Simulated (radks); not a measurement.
The thallium ion Tl+ inside a hard spherical wall (all orbitals vanish at R), configuration held at [Hg] and not refilled when levels cross. Calculated with a radial shooting solver on a logarithmic mesh with Libxc functionals: scalar-relativistic Kohn-Sham, PBE, spin-polarised, spherical densities, point nucleus. Eigenvalues in eV for spin up, with the zero of energy where the potential of the charges vanishes at infinity; a dash marks a level that is unbound or too diffuse for the functional's potential to be trusted. A positive occupied level is held by the wall or, in an anion where self-interaction has pushed it up, behind a barrier. The pressure on the wall is -dE/dV.

[
 {"R (bohr)": "free", "E (hartree)": "-20245.7559", "kinetic (hartree)": "22811.985", "e(4f)": "-121.30", "e(5p)": "-83.389", "e(5d)": "-22.755", "e(6s)": "-16.309", "e(6p, empty)": "-8.190", "e(7s, empty)": "-", "pressure (GPa)": "0"},
 {"R (bohr)": "15", "E (hartree)": "-20245.7559", "kinetic (hartree)": "22811.985", "e(4f)": "-121.30", "e(5p)": "-83.389", "e(5d)": "-22.755", "e(6s)": "-16.309", "e(6p, empty)": "-8.190", "e(7s, empty)": "-", "pressure (GPa)": "< 0.0001"},
 {"R (bohr)": "10", "E (hartree)": "-20245.7559", "kinetic (hartree)": "22811.985", "e(4f)": "-121.30", "e(5p)": "-83.389", "e(5d)": "-22.755", "e(6s)": "-16.309", "e(6p, empty)": "-8.186", "e(7s, empty)": "-3.372", "pressure (GPa)": "0.000102"},
 {"R (bohr)": "7", "E (hartree)": "-20245.7552", "kinetic (hartree)": "22811.996", "e(4f)": "-121.27", "e(5p)": "-83.354", "e(5d)": "-22.721", "e(6s)": "-16.274", "e(6p, empty)": "-7.996", "e(7s, empty)": "-0.809", "pressure (GPa)": "0.0680"},
 {"R (bohr)": "6", "E (hartree)": "-20245.7511", "kinetic (hartree)": "22812.038", "e(4f)": "-121.14", "e(5p)": "-83.225", "e(5d)": "-22.600", "e(6s)": "-16.137", "e(6p, empty)": "-7.551", "e(7s, empty)": "2.392", "pressure (GPa)": "0.576"},
 {"R (bohr)": "5", "E (hartree)": "-20245.7263", "kinetic (hartree)": "22812.241", "e(4f)": "-120.60", "e(5p)": "-82.712", "e(5d)": "-22.123", "e(6s)": "-15.534", "e(6p, empty)": "-6.140", "e(7s, empty)": "9.690", "pressure (GPa)": "4.98"},
 {"R (bohr)": "3", "E (hartree)": "-20244.4984", "kinetic (hartree)": "22818.749", "e(4f)": "-109.86", "e(5p)": "-73.345", "e(5d)": "-13.104", "e(6s)": "-0.494", "e(6p, empty)": "17.191", "e(7s, empty)": "83.971", "pressure (GPa)": "672"},
 {"R (bohr)": "2.5", "E (hartree)": "-20242.0594", "kinetic (hartree)": "22829.829", "e(4f)": "-97.116", "e(5p)": "-63.091", "e(5d)": "-2.058", "e(6s)": "21.009", "e(6p, empty)": "46.299", "e(7s, empty)": "156.72", "pressure (GPa)": "3140"},
 {"R (bohr)": "2", "E (hartree)": "-20233.3082", "kinetic (hartree)": "22866.018", "e(4f)": "-67.514", "e(5p)": "-39.315", "e(5d)": "26.318", "e(6s)": "82.002", "e(6p, empty)": "122.17", "e(7s, empty)": "322.14", "pressure (GPa)": "19000"},
 {"R (bohr)": "1.5", "E (hartree)": "-20193.9744", "kinetic (hartree)": "23008.948", "e(4f)": "7.386", "e(5p)": "33.235", "e(5d)": "116.58", "e(6s)": "286.63", "e(6p, empty)": "355.22", "e(7s, empty)": "773.27", "pressure (GPa)": "169000"}
]
